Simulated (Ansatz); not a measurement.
Job for Ansatz (a quantum-chemistry and plane-wave program): R-wB97X-V/def2-TZVPP on CH4SeTe (SMILES C[Te][SeH]), a point of a torsion scan. Elements past Kr take the def2 small-core potentials; no spin–orbit coupling.

Ansatz 0.2 input:
```yaml
crystal:
  periodic: [false, false, false]
  atoms:
    - {symbol: C, position_ang: [-1.01446206, -0.13789234, 0.05199871]}
    - {symbol: Te, position_ang: [0.09321630, 1.70402724, -0.15077323]}
    - {symbol: Se, position_ang: [2.31002177, 0.51797262, 0.02438693]}
    - {symbol: H, position_ang: [-0.73327906, -0.82892170, -0.73198327]}
    - {symbol: H, position_ang: [-2.06349561, 0.10626569, -0.04135116]}
    - {symbol: H, position_ang: [-0.82994092, -0.58671833, 1.01952032]}
    - {symbol: H, position_ang: [3.00869823, 1.62095838, 0.62922483]}
basis:
  gaussian:
    orbitals: def2-TZVPP
hamiltonian:
  xc: {name: wB97X-V}
scf: {lower_state_search: off}
```

Task: Predict the final total energy.

Result: -2709.8676 hartree.

Task: How many basis functions does it have, and what does it roughly cost on one machine?

Result: 185 functions; around 8 core-seconds (rough).
